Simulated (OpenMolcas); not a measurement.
Eu2+ in linear coordination: ligands and hosts compared

```
Program             : OpenMolcas 26.06
Method              : CASSCF
Active space        : 7 electrons in 7 orbitals (4f)
Spin-orbit coupling : RASSI with atomic mean-field integrals over the reference wave functions
```

Distances were set from a Shannon-type radius of the metal (high-spin where two are listed) plus a fixed donor radius (Br 1.91, F 1.31, Cl 1.76, I 2.13 Å). Anionic complexes are neutralised by point charges, and hosts are embedded clusters. Ligand basis ANO-RCC-VDZP. States (labels by Λ). Energies in cm-1 above the lowest state or level, χT in cm3 K/mol.

```
Ligand or host  R (Å)   Metal basis  Ground state  χT at 300 K
            Br   2.82  ANO-RCC-VDZP            8Σ        7.859
             F   2.22  ANO-RCC-VDZP            8Σ        7.859
            Cl   2.67  ANO-RCC-VDZP            8Σ        7.859
             I   3.04  ANO-RCC-VDZP            8Σ        7.859
```

No quartet enters the spin-orbit mixing, so the splitting and order within the octet and the sextets are unsound, and g values and χT are rough. No measured value stands beside these numbers; the geometry is a model, was not optimised and need not be the one that this ion takes.
